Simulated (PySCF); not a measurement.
A structure optimised at TPSSh-D3(BJ)/def2-SVP, used in a PySCF frequency run:

```
Ge
F 1 1.7205
F 1 1.7205 2 106.55
F 1 1.7205 2 106.55 3 113.48
H 1 1.5184 2 112.25 3 -123.26
```

### Question
Write its SMILES, formula and point group.

### Answer
[F][GeH]([F])[F], F3GeH, C3v

### Question
What are its rotational constants (standard atomic weights)?

### Answer
5.6735, 5.6735, 3.4968 GHz
